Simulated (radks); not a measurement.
Numerical settings for the lanthanum ion La41+, [Ne] 3s2 3p4. Calculated with a radial shooting solver on a logarithmic mesh with Libxc functionals: Dirac Kohn-Sham, PBEsol, spin-unpolarised, spherical densities, point nucleus; open shells fill j = l - 1/2 first. The defaults (mesh step 0.008 in ln r, mesh end at 40 bohr or more with all orbitals vanishing there, Anderson mixing 0.5 over 9 steps, residual threshold near 1e-9 with the energy settled to 1e-9 hartree or 1e-11 of itself, here a cap of 86 iterations) give E = -7019.6929 hartree and 3p3/2 at -3088.8 eV in 13 iterations. Run on one thread of a shared host, so times are rough (Arm Neoverse N1): 0.08 s of CPU time, 0.08 s wall, 13 iterations on 2476 mesh points. Changes against that run (0 stands for a change within the tolerance of the run):

setting	iterations	converged	E (mhartree)	e(3p3/2) (meV)	CPU (s)
mesh step in ln r 0.02	13	yes	+0.00025	0	0.04
mesh step in ln r 0.003	13	yes	0	0	0.2
mesh step in ln r 0.05	13	yes	+0.045	+0.00648	0.02
mesh end (bohr) 8	13	yes	0	0	0.08
mesh end (bohr) 1	13	yes	+0.177	+2.19	0.08
residual threshold 1e-13	17	yes	0	0	0.1
residual threshold 1e-16	86	no	0	0	0.31
mixing 1	9	yes	0	0	0.06
linear mixing, mixing 0.2	86	no	0	0	0.37
linear mixing, mixing 0.8	15	yes	0	0	0.09
mixing history 20	18	yes	0	0	0.11
iteration cap 5	5	no	+0.000344	+79.1	0.03

No run marked as converged misses the energy by more than 1 mhartree. A mesh that ends early acts as a hard wall.
